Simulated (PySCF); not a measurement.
## CoO₂⁺ + F₂ → CoF₂⁺ + O₂

Level: PBE0 in the def2-TZVP basis family, all electrons, no relativity, computed in PySCF with density fitting; open shells unrestricted.

| species | state and structure | E (Eh) | ZPE (kJ/mol) | H(298 K) − H(0) (kJ/mol) | S° (J/(mol K)) |
| --- | --- | --- | --- | --- | --- |
| CoO₂⁺ | quintet, C2v, Co–O 1.974 Å (×2), O–O 1.257 Å; Co–O–O 71.4° (×2), O–Co–O 37.1° | -1532.47724 | 12.2 | 11.9 | 278.6 |
| F₂ | singlet, D∞h, F–F 1.376 Å | -199.40856 | 6.6 | 8.7 | 201.9 |
| CoF₂⁺ | quintet, D∞h, Co–F 1.661 Å (×2) | -1581.78539 | 10.5 | 13.3 | 279.6 |
| O₂ | triplet, D∞h, O–O 1.193 Å | -150.23561 | 10.3 | 8.7 | 204.9 |

(1) What is the electronic reaction energy?

(2) Add zero-point, thermal and entropy terms for 298.15 K and 1 bar.

## Answers

(1) At PBE0/def2-TZVP, ΔE = -355.0 kJ/mol from the differences of the total energies times 2625.5, downhill. 

(2) ΔZPE = 2.0 and Δ[H(298) − H(0)] = 1.4 kJ/mol give ΔH° = -351.6 kJ/mol. ΔS° = 4.0 J/(mol K), so ΔG° = -351.6 − 298.15 × (0.0040) = -353 kJ/mol.

Open d or f shells are single determinants, so the state found may not be the ground state. Only the bonding shown was studied: isomers, or loss of a ligand pair, can lie lower.
